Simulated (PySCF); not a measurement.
Energies from PySCF, thermal terms from the rigid-rotor harmonic-oscillator model, ideal gas at 1 bar. 'Table' is the NASA 1993 thermochemical table (part measured, part estimated). 6-31G* has spherical d functions here. All species are closed-shell singlets. Br: all electrons, no relativistic terms. The harmonic model lacks anharmonicity and excited electronic states, which grow with temperature; levels with a mode under 35 cm⁻¹ are left out.

Harmonic frequencies at HF/6-31G* (cm⁻¹): 2819. Point group C∞v; S°(298 K) = 198.5 J/mol/K at this level.

Q: Work out Cp and S° of gaseous HBr at 500, 800, 1200, 1600, 2000 K from these, and set them beside the table.

A: 
| T (K) | Cp HF/6-31G* | Cp table | S° HF/6-31G* | S° table |
|---|---|---|---|---|
| 500 | 29.3 | 29.5 | 213.6 | 213.8 |
| 800 | 30.5 | 31.0 | 227.5 | 228.0 |
| 1200 | 32.6 | 33.4 | 240.3 | 241.0 |
| 1600 | 34.1 | 35.0 | 249.9 | 250.9 |
| 2000 | 35.1 | 36.1 | 257.6 | 258.8 |
Units J/mol/K.
